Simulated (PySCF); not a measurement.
Species: C₄H₁₄O₂Si₃.
Numbering: `[OH:1][Si@@H:2]([O:3][SiH3:4])[C@H:5]([SiH3:6])[CH:7]1[CH2:8][CH2:9]1` (hydrogens: H10 on O1; H11 on Si2; H12, H13, H14 on Si4; H15 on C5; H16, H17, H18 on Si6; H19 on C7; H20, H21 on C8; H22, H23 on C9)

A GFN2-xTB structure was refined with PBE0-D3(BJ)/def2-SVP geometry optimisation, gas phase (PySCF). Its GFN2-xTB values:

| coordinate | GFN2-xTB |
| --- | --- |
| O1–Si2 | 1.625 Å |
| O1–H10 | 0.954 Å |
| Si2–O3 | 1.623 Å |
| Si2–C5 | 1.897 Å |
| Si2–H11 | 1.461 Å |
| O3–Si4 | 1.615 Å |
| Si4–H12 | 1.462 Å |
| C5–Si6 | 1.902 Å |
| C5–C7 | 1.514 Å |
| C5–H15 | 1.098 Å |
| Si6–H16 | 1.467 Å |
| C7–H19 | 1.085 Å |
| C8–H20 | 1.080 Å |
| C8–H21 | 1.078 Å |
| C9–H22 | 1.079 Å |
| C9–H23 | 1.080 Å |
| O1–Si2–O3 | 107.9° |
| O1–Si2–C5 | 105.5° |
| Si2–O3–Si4 | 158.0° |
| Si2–C5–Si6 | 110.7° |
| O3–Si2–C5 | 113.0° |
| C5–C7–C8 | 123.1° |
| Si6–C5–C7 | 117.0° |
| C7–C8–C9 | 59.9° |
| O1–Si2–O3–Si4 | 166° |
| O1–Si2–C5–Si6 | -173° |
| Si2–C5–C7–C8 | 167° |

**Question.** How do these coordinates change at the PBE0-D3(BJ)/def2-SVP level?

**Answer.** 
| coordinate | PBE0-D3(BJ)/def2-SVP (Å or °) | change |
| --- | --- | --- |
| O3–Si4 | 1.651 | +0.036 |
| O1–Si2 | 1.660 | +0.035 |
| Si4–H12 | 1.493 | +0.031 |
| Si2–H11 | 1.492 | +0.031 |
| Si6–H16 | 1.497 | +0.030 |
| Si2–O3 | 1.653 | +0.030 |
| Si2–C5 | 1.869 | -0.028 |
| C9–H22 | 1.095 | +0.016 |
| C8–H21 | 1.093 | +0.015 |
| C9–H23 | 1.093 | +0.013 |
| C8–H20 | 1.093 | +0.013 |
| C7–H19 | 1.096 | +0.011 |
| C5–Si6 | 1.892 | -0.010 |
| C5–H15 | 1.108 | +0.010 |
| C5–C7 | 1.523 | +0.009 |
| O1–H10 | 0.961 | +0.007 |
| Si2–O3–Si4 | 160.7 | +2.7 |
| O1–Si2–O3 | 109.6 | +1.7 |
| O3–Si2–C5 | 111.4 | -1.6 |
| Si2–C5–Si6 | 109.4 | -1.3 |
| Si6–C5–C7 | 117.8 | +0.8 |
| O1–Si2–C5 | 106.0 | +0.5 |
| C5–C7–C8 | 123.4 | +0.3 |
| C7–C8–C9 | 60.1 | +0.2 |
| O1–Si2–O3–Si4 | 172 | +6 |
| O1–Si2–C5–Si6 | -169 | +4 |
| Si2–C5–C7–C8 | 166 | -1 |

The energy falls by 22.2 kJ/mol over 8 energy and gradient evaluations, the largest force component goes from 0.0202 to 4.5e-04 Eh/bohr, and the atoms move by 0.147 Å rms after alignment. Among the bonds, O1–Si2 and O3–Si4 change most and about equally (+0.035 to +0.036 Å). Bonds longer at the end by more than 0.005 Å: 19 of 23; shorter: 2. Among the dihedrals that turn most is H10–O1–Si2–O3, from 45° to 63°. Rotational constants go from 1579, 600.7, 466.6 to 1561, 599.1, 464.8 MHz.

The run used 208 basis functions and 53 SCF cycles in all. Time: 4.1 min wall; peak memory 0.92 GiB. Hardware: one thread, Arm Neoverse V1 (aarch64), no GPU, on a shared host.

Stationary, but not proved a minimum. The numbers are those of one conformer.
